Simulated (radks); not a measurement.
Spherical quantum dot in the effective-mass picture: electrons in a parabolic well V = omega^2 r^2 / 2 with omega = 0.348, all in effective atomic units (hartree* = m*/eps^2 hartree, bohr* = eps/m* bohr), one dielectric constant everywhere. Calculated with a radial shooting solver with Libxc functionals: non-relativistic Kohn-Sham, LDA (Slater exchange, Perdew-Wang correlation), spin-polarised, spherical densities. Levels are named by radial order and angular momentum (1s, 1p, 1d, 2s, ...), and open shells are averaged over m. Results are scaled to m* = 0.162 and eps = 6.8, for which hartree* = 95.33 meV and bohr* = 2.221 nm.

N = 19, configuration 1s2 1p6 1d10 2s(up 1, down 0). This is the lowest configuration that the search found. Occupied and some empty levels:

| level | occupation | eigenvalue (meV) | <r> (nm) |
|---|---|---|---|
| 1s up | 1 | 472.59 | 7.300 |
| 1s down | 1 | 473.77 | 7.543 |
| 1p up | 3 | 483.98 | 8.930 |
| 1p down | 3 | 484.47 | 8.975 |
| 1d up | 5 | 497.48 | 9.978 |
| 1d down | 5 | 497.83 | 9.978 |
| 2s up | 1 | 501.78 | 8.175 |
| 2s down | 0 | 503.99 | 8.215 |
| 1f up | 0 | 513.00 | 10.78 |
| 1f down | 0 | 513.35 | 10.77 |
| 2p up | 0 | 520.60 | 9.197 |
| 2p down | 0 | 521.74 | 9.292 |
| 1g up | 0 | 530.34 | 11.45 |
| 1g down | 0 | 530.72 | 11.45 |

Energy (meV): total 5770.99, kinetic 438.31, external 2083.3, Hartree 3693.6, exchange-correlation -444.20.
